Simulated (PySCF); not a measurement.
2-methylprop-2-en-1-amine (C4H9N), SMILES C=C(C)CN. The structure is a stationary point at B3LYP-D3(BJ)/def2-SVP. One conformer was computed; it need not be the lowest.

Calculation: B3LYP-D3(BJ)/def2-SVP run with PySCF.

Harmonic wavenumbers (cm⁻¹): 92, 186, 254, 290, 415, 430, 560, 724, 796, 849, 923, 937, 973, 1048, 1056, 1086, 1173, 1286, 1318, 1387, 1404, 1431, 1443, 1468, 1480, 1629, 1731, 2957, 3020, 3027, 3094, 3129, 3134, 3222, 3489, 3569. Rotational constants (GHz): 7.447, 3.860, 2.893; symmetry number 1.

Q: Work out the zero-point energy and the ideal-gas rigid-rotor harmonic-oscillator thermochemistry at 298.15 K and 1 atm.

A: ZPE = ½ Σ hcν = ½ × 55010 cm⁻¹ = 78.64 kcal/mol. H − E(el) = 83.25 kcal/mol. Entropy in cal/(mol K): translation 38.70, rotation 25.76, vibration 12.78, total 77.25. G − E(el) = 60.21 kcal/mol. Cp = 24.62 cal/(mol K). Modes under 150 cm⁻¹ make the vibrational entropy uncertain.
